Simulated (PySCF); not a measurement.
**Computed structure and properties of [TaO2(OH)2]−**

System: [TaO2(OH)2]− (singlet); start: template (C2). Method: PySCF 2.14.0, RKS TPSS, Ta def2-SVP with ECP60, O def2-SVP, H def2-SVP; non-relativistic Hamiltonian with scalar-relativistic core potentials where named; density fitting; no spin-orbit coupling.

Input of the relaxation:

```python
mol = gto.M(atom='''
Ta     0.00000     0.00000     0.03658
O      0.89720     0.89720     0.93378
O     -0.89720    -0.89720     0.93378
O      1.06690    -1.06690    -1.03032
H      1.31050    -1.66050    -1.75202
O     -1.06690     1.06690    -1.03032
H     -1.31050     1.66050    -1.75202''',
    basis={'Ta': 'def2-SVP', 'O': 'def2-SVP', 'H': 'def2-SVP'},
    ecp={'Ta': 'def2-SVP'},
    charge=-1, spin=0)
mf = dft.RKS(mol, xc='TPSS')
mf.grids.atom_grid = (50, 194)
mf = mf.density_fit()  # fitting sets: Ta def2-universal-JKFIT, O def2-universal-JKFIT, H def2-universal-JKFIT
mf.conv_tol = 1e-08; mf.max_cycle = 55
mf.kernel(dm0)  # dm0: converged density of the start geometry
# quasi-Newton relaxation in Cartesian coordinates to a largest gradient under 0.00045 Eh/bohr, steps kept in the point group
```

Run from Python with OMP_NUM_THREADS=2; the lines above give its settings. Where DIIS fails, smearing, a level shift and second-order steps follow.
It took 85 s on 2 threads of AMD EPYC 9R45 96-Core Processor (Zen 5), on a shared host, from the converged density of the start.

Course of the relaxation:

```tsv
step	energy above end (eV)	largest force component within the symmetry (eV/Å)
0	5.0554	18.869
1	0.7753	4.480
2	0.3932	1.338
3	0.3147	1.247
4	0.2717	0.981
5	0.2199	0.771
6	0.1962	1.985
7	0.1267	0.736
19	0.0017	0.051
20	0.0012	0.085
21	0.0005	0.083
22	0.0001	0.026
23	0.0000	0.030
24	0.0000	0.011
```
(The steps between are left out.)

Relaxed geometry (C2):

```xyz
7

Ta    0.0000    0.0000   -0.1809
O     0.8766    1.1866    0.8440
O    -0.8766   -1.1866    0.8440
O     1.3051   -1.0198   -1.3060
H     1.1909   -1.9847   -1.2777
O    -1.3051    1.0198   -1.3060
H    -1.1909    1.9847   -1.2777
```

```json
{"contact": "Ta1–O2 (O)", "Å": "1.796"}
{"contact": "Ta1–O3 (O)", "Å": "1.796"}
{"contact": "Ta1–O4 (OH)", "Å": "2.002"}
{"contact": "Ta1–O6 (OH)", "Å": "2.002"}
```

On the finer grid (75, 302):

```
HOMO                                                          : -0.54 eV
LUMO                                                          : 3.72 eV
Dipole about the centre of mass                               : 3.07 D
Set of Mulliken populations of Ta1 outside the core potential : s 2.42, p 6.54, d 3.22, f 0.19
D3(BJ) dispersion energy (not in the energies)                : -0.158 eV
```

```csv
atom,Mulliken (e),Löwdin (e),spin (e)
Ta1,0.63,-0.09,0.00
O2,-0.50,-0.31,0.00
O3,-0.50,-0.31,0.00
O4,-0.50,-0.23,0.00
H5,0.19,0.08,0.00
O6,-0.50,-0.23,0.00
H7,0.19,0.08,0.00
```

No frequency check is given for this geometry.

Rigid scan of O along the line from its metal:

distance to O2 (Å), energy (eV) and a bar:
```
     1.50      3.101 ##############################
     1.60      1.152 ###########
     1.70      0.243 ##
     1.80      0.000 
     1.90      0.175 ##
     2.00      0.601 ######
     2.10      1.168 ###########
     2.25      2.132 #####################
```

Taking off one OH (charge -1, singlet; the rest: singlet) in vacuum, both parts rigid, costs 7.73 eV; the small basis without counterpoise inflates it.

Rigid scan of OH along the line from its metal:

(distance to O4 (Å), energy (eV)): (1.70, 1.518), (1.80, 0.567), (1.90, 0.120), (2.00, 0.000), (2.10, 0.087), (2.20, 0.300), (2.40, 0.907), (2.70, 1.895), (3.10, 2.994), (3.60, 3.925)

One start shape was tried, so this needn't be the lowest isomer.
